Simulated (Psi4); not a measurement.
F$_{4}$Ge, triplet, at the geometry of the source list (a higher spin typed on purpose: for a closed-shell molecule this is an excited state); HF/aug-cc-pVDZ run with Psi4.

The Psi4 input:
```
memory 2 GB

molecule mol {
0 3
  F     1.275600   -1.080000   -0.085400
  Ge   -0.001100   -0.000300   -0.000700
  F     0.594700    1.564100   -0.006400
  F    -1.008800   -0.218200   -1.317900
  F    -0.860400   -0.265600    1.410500
}

set basis aug-cc-pvdz
set reference uhf
set s_tolerance 1e-4
set s_orthogonalization canonical

energy('scf')
print_variables()
```

Q: What does Psi4 print? Leave out banner, timings and long lists.

A: 
```
   => Loading Basis Set <=

    Name: AUG-CC-PVDZ
    Role: ORBITAL
    Keyword: BASIS

         ---------------------------------------------------------
                                   SCF
               by Justin Turney, Rob Parrish, Andy Simmonett
                          and Daniel G. A. Smith
                              UHF Reference
         ---------------------------------------------------------

  ==> Geometry <==

    Molecular point group: c1
    Full point group: C1

    Geometry (in Angstrom), charge = 0, multiplicity = 3:

       Center              X                  Y                   Z               Mass
    ------------   -----------------  -----------------  -----------------  -----------------
         F            1.276002995941    -1.079890092016    -0.085156220839    18.998403162730
         GE          -0.000697004059    -0.000190092016    -0.000456220839    73.921177761000
         F            0.595102995941     1.564209907984    -0.006156220839    18.998403162730
         F           -1.008397004059    -0.218090092016    -1.317656220839    18.998403162730
         F           -0.859997004059    -0.265490092016     1.410743779161    18.998403162730

  Running in c1 symmetry.

  Rotational constants: A =      0.11890  B =      0.11883  C =      0.11868 [cm^-1]
  Rotational constants: A =   3564.40598  B =   3562.44665  C =   3557.80515 [MHz]
  Nuclear repulsion =  458.360404911186890

  Charge       = 0
  Multiplicity = 3
  Electrons    = 68
  Nalpha       = 35
  Nbeta        = 33

  ==> Algorithm <==

  SCF Algorithm Type is DF.
  DIIS enabled.
  MOM disabled.
  Fractional occupation disabled.
  Guess Type is SAD.
  Energy threshold   = 1.00e-06
  Density threshold  = 1.00e-06
  Integral threshold = 1.00e-12

  ==> Primary Basis <==

  Basis Set: AUG-CC-PVDZ
    Blend: AUG-CC-PVDZ
    Number of shells: 50
    Number of basis functions: 128
    Number of Cartesian functions: 139
    Spherical Harmonics?: true
    Max angular momentum: 2

   => Loading Basis Set <=

    Name: (AUG-CC-PVDZ AUX)
    Role: JKFIT
    Keyword: DF_BASIS_SCF

  ==> Integral Setup <==

  SCF_SUBTYPE=INCORE selected. In-core MEM_DF algorithm will be used.
  Using in-core AOs.

  ==> MemDFJK: Density-Fitted J/K Matrices <==

    J tasked:                   Yes
    K tasked:                   Yes
    wK tasked:                   No
    Algorithm:                 Core
    Schwarz Cutoff:           1E-12
    Mask sparsity (%):       0.0000
    Fitting Condition:        1E-10

   => Auxiliary Basis Set <=

  Basis Set: (AUG-CC-PVDZ AUX)
    Blend: AUG-CC-PVDZ-JKFIT
    Number of shells: 164
    Number of basis functions: 538
    Number of Cartesian functions: 643
    Spherical Harmonics?: true
    Max angular momentum: 3

    Using canonical orthogonalization.
  Minimum eigenvalue in the overlap matrix is 1.3697264742E-03.
  Reciprocal condition number of the overlap matrix is 2.1561771419E-04.

  ==> Pre-Iterations <==

  SCF Guess: Superposition of Atomic Densities via on-the-fly atomic UHF (no occupation information).

   -------------------------
    Irrep   Nso     Nmo
   -------------------------
     A        128     128
   -------------------------
    Total     128     128
   -------------------------

  ==> Iterations <==

                           Total Energy        Delta E     RMS |[F,P]|

   @DF-UHF iter SAD: -2468.36659120911690   -2.46837e+03   0.00000e+00
   @DF-UHF iter   1: -2471.86359594377836   -3.49700e+00   9.09070e-03 DIIS/ADIIS
   @DF-UHF iter   2: -2472.28906194160027   -4.25466e-01   3.01510e-03 DIIS/ADIIS
   @DF-UHF iter   3: -2472.33382364762110   -4.47617e-02   7.12248e-04 DIIS/ADIIS
   @DF-UHF iter   4: -2472.34097849875616   -7.15485e-03   3.46373e-04 DIIS/ADIIS
   @DF-UHF iter   5: -2472.34843213751810   -7.45364e-03   4.22282e-04 DIIS/ADIIS
   @DF-UHF iter   6: -2472.34826851694015    1.63621e-04   4.21988e-04 DIIS/ADIIS
[...]
   @DF-UHF iter   9: -2472.34578732179489   -9.77189e-04   3.33564e-04 DIIS/ADIIS
   @DF-UHF iter  10: -2472.33722187418243    8.56545e-03   1.48553e-04 DIIS/ADIIS
   @DF-UHF iter  11: -2472.33675162876489    4.70245e-04   9.76711e-05 DIIS
   @DF-UHF iter  12: -2472.33700789829072   -2.56270e-04   6.34143e-05 DIIS
   @DF-UHF iter  13: -2472.33719292310525   -1.85025e-04   7.34299e-05 DIIS
   @DF-UHF iter  14: -2472.33722751806681   -3.45950e-05   3.41760e-05 DIIS
   @DF-UHF iter  15: -2472.33736889110696   -1.41373e-04   3.76745e-05 DIIS
   @DF-UHF iter  16: -2472.33746546817792   -9.65771e-05   2.49369e-05 DIIS
   @DF-UHF iter  17: -2472.33755246254441   -8.69944e-05   1.79354e-05 DIIS
   @DF-UHF iter  18: -2472.33761715575429   -6.46932e-05   1.58813e-05 DIIS
   @DF-UHF iter  19: -2472.33766754673798   -5.03910e-05   2.10212e-05 DIIS
   @DF-UHF iter  20: -2472.33767857307294   -1.10263e-05   1.00475e-05 DIIS
   @DF-UHF iter  21: -2472.33768933072361   -1.07577e-05   9.28056e-06 DIIS
   @DF-UHF iter  22: -2472.33770673982599   -1.74091e-05   9.55393e-06 DIIS
   @DF-UHF iter  23: -2472.33773046663828   -2.37268e-05   9.18379e-06 DIIS
   @DF-UHF iter  24: -2472.33775158102526   -2.11144e-05   6.21394e-06 DIIS
   @DF-UHF iter  25: -2472.33776525602752   -1.36750e-05   7.79215e-06 DIIS
   @DF-UHF iter  26: -2472.33776731181024   -2.05578e-06   3.55226e-06 DIIS
   @DF-UHF iter  27: -2472.33776807808590   -7.66276e-07   1.59998e-06 DIIS
   @DF-UHF iter  28: -2472.33776835985236   -2.81766e-07   2.01708e-06 DIIS
   @DF-UHF iter  29: -2472.33776858281999   -2.22968e-07   1.32740e-06 DIIS
   @DF-UHF iter  30: -2472.33776877929404   -1.96474e-07   8.80639e-07 DIIS
  Energy and wave function converged.

  ==> Post-Iterations <==

   @Spin Contamination Metric:   6.173287728E-02
   @S^2 Expected:                2.000000000E+00
   @S^2 Observed:                2.061732877E+00
   @S   Expected:                1.000000000E+00
   @S   Observed:                1.000000000E+00

    Orbital Energies [Eh]
    ---------------------

    Alpha Occupied:

[...]
    Alpha Virtual:

[...]
    Beta Occupied:

[...]
    Beta Virtual:

[...]
    Final Occupation by Irrep:
              A
    DOCC [    33 ]
    SOCC [     2 ]
    NA   [    35 ]
    NB   [    33 ]

  @DF-UHF Final Energy: -2472.33776877929404

   => Energetics <=

    Nuclear Repulsion Energy =            458.3604049111868903
    One-Electron Energy =               -4362.1917901851047645
    Two-Electron Energy =                1431.4936164946236659
    Total Energy =                      -2472.3377687792944926

  UHF NO Occupations:
  HONO-2 :   33  A 1.9862682
  HONO-1 :   34  A 1.0000000
  HONO-0 :   35  A 1.0000000
  LUNO+0 :   36  A 0.0137318
  LUNO+1 :   37  A 0.0136852
  LUNO+2 :   38  A 0.0009936
  LUNO+3 :   39  A 0.0009898

Computation Completed

Properties will be evaluated at   0.000000,   0.000000,   0.000000 [a0]

Properties computed using the SCF density matrix

 Multipole Moments:

 ------------------------------------------------------------------------------------
     Multipole            Electronic (a.u.)      Nuclear  (a.u.)        Total (a.u.)
 ------------------------------------------------------------------------------------

 L = 1.  Multiply by 2.5417464519 to convert [e a0] to [Debye]
 Dipole X            :          0.2082199            0.0039755            0.2121954
 Dipole Y            :          0.0454964            0.0010842            0.0465806
 Dipole Z            :          0.2757218            0.0026021            0.2783239
 Magnitude           :                                                    0.3530734

 ------------------------------------------------------------------------------------

  Variable Map:
  ----------------------------------------------------------------------------
[...]
  Array Variable Map:
  ----------------------------------------------------------------------------
[...]
[...]
```
